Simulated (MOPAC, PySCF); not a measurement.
Bond stretch in MgH, doublet.

- UHF/cc-pVTZ (PySCF)
- UKS-TPSSh = PySCF 2.14.0 with unrestricted TPSSh/cc-pVTZ
- UKS-PBE = unrestricted PBE/cc-pVTZ run with PySCF
- UKS-r2SCAN = unrestricted r2SCAN/cc-pVTZ (PySCF 2.14.0)
- UMP2 = MP2 on UHF/cc-pVTZ, 1 core orbital frozen (PySCF 2.14.0)
- UCCSD = PySCF 2.14.0 with CCSD on UHF/cc-pVTZ, 1 core orbital frozen
- UCCSD(T) = CCSD(T) on UHF/cc-pVTZ, 1 core orbital frozen in PySCF
- CASSCF(3,3)/cc-pVTZ (PySCF)
- NEVPT2 = PySCF 2.14.0 with SC-NEVPT2 on CASSCF(3,3)/cc-pVTZ, all electrons correlated
- AM1, unrestricted, heats of formation (MOPAC)
- PM3, unrestricted, heats of formation (MOPAC)
- UKS-B3LYP/6-31G* = PySCF 2.14.0 with unrestricted B3LYP/6-31G*, spherical d
- UHF/3-21G = PySCF 2.14.0 with unrestricted Hartree-Fock/3-21G
- UHF/LANL2DZ = PySCF with unrestricted Hartree-Fock/LANL2DZ, with its core potentials past Ne
- UKS-B3LYP/3-21G = unrestricted B3LYP/3-21G run with PySCF

Minimum and curvature come from a quartic fit to the scan points round the minimum, the wavenumber from the most abundant isotopes. The energy at the longest distance isn't given for restricted levels, nor where a curve turns over.

```
method            R at the minimum / Å  force constant / mdyn Å⁻¹  E(6.92 Å) − E(min) / kJ/mol  harmonic wavenumber / cm⁻¹
----------------  --------------------  -------------------------  ---------------------------  --------------------------
UHF                              1.737                       1.36                        112.6                        1540
UKS-TPSSh                        1.745                       1.23                        161.9                        1470
UKS-PBE                          1.758                       1.14                        134.6                        1410
UKS-r2SCAN                       1.747                       1.22                        156.3                        1460
UMP2                             1.722                       1.46                        131.8                        1600
UCCSD                            1.732                       1.36                        133.4                        1550
UCCSD(T)                         1.733                       1.36                        134.0                        1540
CASSCF(3,3)                      1.763                       1.17                        119.1                        1430
NEVPT2                           1.738                       1.33                        135.7                        1530
AM1                              1.729                       1.87                        143.7                        1810
PM3                              1.688                       2.43                        177.2                        2060
UKS-B3LYP/6-31G*                 1.756                       1.18                        138.2                        1440
UHF/3-21G                        1.759                       1.34                        104.5                        1530
UHF/LANL2DZ                      1.739                       1.38                        112.0                        1550
UKS-B3LYP/3-21G                  1.769                       1.21                        138.4                        1460
```

The unrestricted determinant behind UHF, UMP2, UCCSD, UCCSD(T), UHF/3-21G, UHF/LANL2DZ is spin-contaminated at 2.38 to 3.13 Å (<S²> up to 0.9, against 0.75 for a pure doublet).
